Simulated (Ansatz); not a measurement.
H$_{4}$Ge (SMILES [GeH4]), singlet, at a GFN2-xTB geometry; PBE/6-311G** in Ansatz (an electronic-structure program).

Input for Ansatz:
Ansatz 0.2 input:
```yaml
crystal:
  periodic: [false, false, false]
  atoms:
    - {symbol: Ge, position_ang: [0.00000000, -0.00000000, 0.00000000]}
    - {symbol: H, position_ang: [-0.59006963, -0.86482524, -1.04966053]}
    - {symbol: H, position_ang: [0.55512279, -0.84636567, 1.08323401]}
    - {symbol: H, position_ang: [-1.04872747, 0.88859607, 0.55539157]}
    - {symbol: H, position_ang: [1.08367430, 0.82259483, -0.58896505]}
basis:
  gaussian:
    orbitals: 6-311G__.json
hamiltonian:
  xc: pbe
accuracy: high
```
The basis file holds 6-311G** in the JSON format of the Basis Set Exchange.

What the program printed (banner, timings and long lists left out):

```
Functional definition: PBE
1239 factors; integrals over basis functions are off by at most 5.1e-9 eV
mean field evaluation 1: about -56571.9485 eV, gradient 2.6e1 eV
mean field evaluation 2: about -56572.4814 eV, gradient 2.8e1 eV
mean field evaluation 4: about -56572.9328 eV, gradient 8.5e-1 eV
mean field evaluation 8: about -56572.9340 eV, gradient 2.7e-4 eV
mean field evaluation 16: about -56572.9340 eV, gradient 9.7e-8 eV
mean field -56572.93400137 eV, -2079.0169780384 hartree, gradient 9.7e-8 eV, S^2 0.000000; 0 other end points of the search recorded, 0 dependent functions left out
reference -56572.93400483 eV, -2079.0169781655 hartree; 18, 18 occupied and 50, 50 virtual orbitals, 1239 factors
Total energy: -56572.93400483 eV, -2079.0169781655 hartree
```
